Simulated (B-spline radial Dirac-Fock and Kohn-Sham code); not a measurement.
Method: Dirac-Fock ΔSCF + Breit + QED. Computed with a B-spline atomic structure program. Correlation energy is missing from these numbers.

**Question.** An atom or ion in its tabulated ground configuration has these computed binding energies (the last is its least bound level). Which is it?

| level | binding energy (eV) |
| --- | --- |
| K | 5425.2 |
| L1 | 959.5 |
| L2,3 | 868.0 |

**Answer.** Ti¹³⁺: Z = 22 with 9 electrons, [He] 2s2 2p5. The hydrogen-like estimate √(E/Ry) = 20.0 for the K level lies 2.0 below Z; the outermost level, at 868.0 eV, fixes the charge.
